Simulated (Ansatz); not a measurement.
Species: SiBr2 (charge +1, doublet). 
Structure (B3LYP-D3(BJ)/def2-TZVP (Ansatz, a quantum-chemistry and plane-wave program) minimum search):
```
Si
Br 1 2.1458
Br 1 2.1458 2 122.84
```
Charge +1, spin multiplicity 2.

Parts of the frozen-core correlation energy in def2-TZVPP (Ansatz, hartree). Frozen orbitals: 33; correlated occupied orbitals by spin: 9 and 8; virtual: 96 and 97. Open shells are spin-unrestricted. No spin-orbit coupling. Non-relativistic.

```
term                             value
-------------------------  -----------
reference (HF)             -5433.53094
MP2 opposite-spin             -0.29122
MP2 same-spin                 -0.09824
CCSD correlation              -0.42241
(T)                           -0.02131
T1 diagnostic                    0.021
largest doubles amplitude        0.039
<S^2> of the reference           0.766
```
